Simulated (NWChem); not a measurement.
System: BH2Cl; SMILES BCl

Here is an NWChem input.

```
start job
memory heap 200 mb stack 900 mb global 1100 mb
geometry units angstroms noautoz
  B      0.000000     0.000000     1.156693
  H      0.000000    -1.049465     1.717709
  H      0.000000     1.049465     1.717709
  Cl     0.000000     0.000000    -0.576386
end
basis spherical
  B library def2-svp
  H library def2-svp
  Cl library def2-svp
end
dft
  xc xwpbe 1.00 cpbe96 1.0 hfexch 1.00
  cam 0.5 cam_alpha 0.0 cam_beta 1.0
  iterations 150
  vectors input atomic output neutral.movecs
end
task dft energy
charge 1
dft
  odft
  mult 2
  vectors input atomic output cation.movecs
end
task dft energy
```

NWChem printed, in part:

```
             Northwest Computational Chemistry Package (NWChem) 7.3.0
             --------------------------------------------------------

 C2V symmetry detected

                             Geometry "geometry" -> ""
                             -------------------------

 Output coordinates in angstroms (scale by  1.889725989 to convert to a.u.)

  No.       Tag          Charge          X              Y              Z
 ---- ---------------- ---------- -------------- -------------- --------------
    1 B                    5.0000     0.00000000     0.00000000     1.18084629
    2 H                    1.0000     0.00000000    -1.04946500     1.74186229
    3 H                    1.0000     0.00000000     1.04946500     1.74186229
    4 Cl                  17.0000     0.00000000     0.00000000    -0.55223271

 Effective nuclear repulsion energy (a.u.)      37.7847277512

      Symmetry information
      --------------------

 Group name             C2v
 Group number             16
 Group order               4
 No. of unique centers     3

  pbe96 is a nonlocal functional; adding pw91lda local functional.

                                 NWChem DFT Module
                                 -----------------

 Summary of "ao basis" -> "ao basis" (spherical)
 ------------------------------------------------------------------------------
       Tag                 Description            Shells   Functions and Types
 ---------------- ------------------------------  ------  ---------------------
 B                          def2-svp                 6       14   3s2p1d
 H                          def2-svp                 3        5   2s1p
 Cl                         def2-svp                 8       18   4s3p1d

      Symmetry analysis of basis
      --------------------------

        a1         20
        a2          3
        b1          8
        b2         11

            General Information
            -------------------
          SCF calculation type: DFT
          Wavefunction type:  closed shell.
          No. of atoms     :     4
          No. of electrons :    24
           Alpha electrons :    12
            Beta electrons :    12
          Charge           :     0
          Spin multiplicity:     1
          Use of symmetry is: on ; symmetry adaption is: on
          Maximum number of iterations: 150
          AO basis - number of functions:    42
                     number of shells:    20
          Convergence on energy requested:  1.00D-06
          Convergence on density requested:  1.00D-05
          Convergence on gradient requested:  5.00D-04

              XC Information
              --------------
                     Hartree-Fock (Exact) Exchange  1.000
                     LC-wPBE(h)Exchange Functional  1.000
            Perdew 1991 LDA Correlation Functional  1.000 local
           PerdewBurkeErnz. Correlation Functional  1.000 non-local

           Range-Separation Parameters
           ---------------------------
           Alpha           :  0.00
           Beta            :  1.00
           Gamma           :  0.50
           Short-Range HF  :     F

             Grid Information
             ----------------
          Grid used for XC integration:  medium
          Radial quadrature: Mura-Knowles
          Angular quadrature: Lebedev.
          Tag              B.-S. Rad. Rad. Pts. Rad. Cut. Ang. Pts.
          ---              ---------- --------- --------- ---------
          B                   0.85       49           7.0       434
          H                   0.35       45           8.0       434
          Cl                  1.00       88           8.0       590
          Grid pruning is: on
          Number of quadrature shells:   182
          Spatial weights used:  Erf1

      Superposition of Atomic Density Guess
      -------------------------------------

 Sum of atomic energies:        -484.82607188

      Non-variational initial energy
      ------------------------------

 Total energy =    -485.356238
 1-e energy   =    -743.013793
 2-e energy   =     219.872827
 HOMO         =      -0.354054
 LUMO         =      -0.015941

      Symmetry analysis of molecular orbitals - initial
      -------------------------------------------------

  Numbering of irreducible representations:

     1 a1          2 a2          3 b1          4 b2

  Orbital symmetries:

     1 a1          2 a1          3 a1          4 b2          5 b1
     6 a1          7 a1          8 a1          9 b2         10 a1
    11 b1         12 b2         13 b1         14 a1         15 a1
    16 a1         17 b2         18 b2         19 a1         20 b1
    21 b2         22 a1

   convergence    iter        energy       DeltaE   RMS-Dens  Diis-err
 ---------------- ----- ----------------- --------- --------- ---------
 d= 0,ls=0.0,diis     1   -485.9147484894 -5.24D+02  1.02D-02  2.40D-01
 d= 0,ls=0.0,diis     2   -485.9398769593 -2.51D-02  4.11D-03  2.66D-02
 d= 0,ls=0.0,diis     3   -485.9436588994 -3.78D-03  1.08D-03  2.50D-03
 d= 0,ls=0.0,diis     4   -485.9440746745 -4.16D-04  3.34D-04  5.83D-05
 d= 0,ls=0.0,diis     5   -485.9440905997 -1.59D-05  7.30D-05  4.01D-06
 d= 0,ls=0.0,diis     6   -485.9440914399 -8.40D-07  1.83D-05  7.15D-08
 d= 0,ls=0.0,diis     7   -485.9440914644 -2.44D-08  4.21D-06  3.18D-09

         Total DFT energy =     -485.944091464369
      One electron energy =     -744.191900011794
           Coulomb energy =      253.344602818519
    Exchange-Corr. energy =      -32.881522022332
 Nuclear repulsion energy =       37.784727751238

 Numeric. integr. density =       23.999998648082

                  Occupations of the irreducible representations
                  ----------------------------------------------

                     irrep           alpha         beta
                     --------     --------     --------
                     a1                7.0          7.0
                     a2                0.0          0.0
                     b1                2.0          2.0
                     b2                3.0          3.0

                       DFT Final Molecular Orbital Analysis
                       ------------------------------------

 Vector   10  Occ=2.000000D+00  E=-5.378021D-01  Symmetry=a1
              MO Center= -5.1D-16,  1.3D-14,  4.0D-01, r^2= 2.4D+00
   Bfn.  Coefficient  Atom+Function         Bfn.  Coefficient  Atom+Function
  ----- ------------  ---------------      ----- ------------  ---------------
    37      0.396200  4 Cl pz                 6      0.373082  1 B  pz
    34      0.366809  4 Cl pz                31      0.213762  4 Cl pz
    15     -0.176392  2 H  s                 20     -0.176392  3 H  s
    28     -0.133354  4 Cl s                 16     -0.076264  2 H  s
    21     -0.076264  3 H  s                  2     -0.072327  1 B  s

 Vector   11  Occ=2.000000D+00  E=-4.916846D-01  Symmetry=b1
              MO Center=  5.5D-16, -3.5D-16, -3.8D-01, r^2= 1.3D+00
   Bfn.  Coefficient  Atom+Function         Bfn.  Coefficient  Atom+Function
  ----- ------------  ---------------      ----- ------------  ---------------
    35      0.595344  4 Cl px                32      0.461731  4 Cl px
    29      0.268220  4 Cl px                 4     -0.149524  1 B  px
     7      0.083428  1 B  px                13      0.033436  1 B  d  1
    41     -0.033185  4 Cl d  1

 Vector   12  Occ=2.000000D+00  E=-4.346667D-01  Symmetry=b2
              MO Center=  4.1D-18, -3.7D-17,  1.9D-01, r^2= 2.4D+00
   Bfn.  Coefficient  Atom+Function         Bfn.  Coefficient  Atom+Function
  ----- ------------  ---------------      ----- ------------  ---------------
    36      0.550216  4 Cl py                33      0.413623  4 Cl py
     5      0.246509  1 B  py                30      0.237610  4 Cl py
    15      0.212483  2 H  s                 20     -0.212483  3 H  s
    16      0.188558  2 H  s                 21     -0.188558  3 H  s
    11     -0.033686  1 B  d -1               8      0.029034  1 B  py

 Vector   13  Occ=0.000000D+00  E= 3.242001D-02  Symmetry=b1
              MO Center=  1.1D-13, -1.3D-16,  1.1D+00, r^2= 2.4D+00
   Bfn.  Coefficient  Atom+Function         Bfn.  Coefficient  Atom+Function
  ----- ------------  ---------------      ----- ------------  ---------------
     7      0.637979  1 B  px                 4     -0.513681  1 B  px
    35     -0.379958  4 Cl px                32     -0.170980  4 Cl px
    29     -0.102184  4 Cl px                41     -0.068985  4 Cl d  1

 Vector   14  Occ=0.000000D+00  E= 2.049157D-01  Symmetry=a1
              MO Center=  4.8D-15,  1.1D-15,  1.0D+00, r^2= 3.9D+00
   Bfn.  Coefficient  Atom+Function         Bfn.  Coefficient  Atom+Function
  ----- ------------  ---------------      ----- ------------  ---------------
     9      1.598187  1 B  pz                28      1.274940  4 Cl s
    37      0.731075  4 Cl pz                 3     -0.675871  1 B  s
    16     -0.318616  2 H  s                 21     -0.318616  3 H  s
     6     -0.245726  1 B  pz                27      0.217210  4 Cl s
    26     -0.196079  4 Cl s                 34      0.140228  4 Cl pz

 Vector   15  Occ=0.000000D+00  E= 2.371298D-01  Symmetry=a1
              MO Center= -8.6D-14, -6.5D-15,  1.6D+00, r^2= 4.1D+00
   Bfn.  Coefficient  Atom+Function         Bfn.  Coefficient  Atom+Function
  ----- ------------  ---------------      ----- ------------  ---------------
     3      3.651424  1 B  s                 16     -2.121001  2 H  s
    21     -2.121001  3 H  s                  9      0.913544  1 B  pz
    28     -0.308175  4 Cl s                 37     -0.232188  4 Cl pz
     2      0.178211  1 B  s                 15     -0.142983  2 H  s
    20     -0.142983  3 H  s                 27     -0.113902  4 Cl s

     Multipole analysis of the density
     ---------------------------------

[...]
```

Level: LC-wPBE (HJS exchange hole, range parameter 0.5 per bohr)/def2-SVP, vertical spin-unrestricted ions. All runs use the structure optimised with PBE0-D3(BJ)/def2-TZVP.
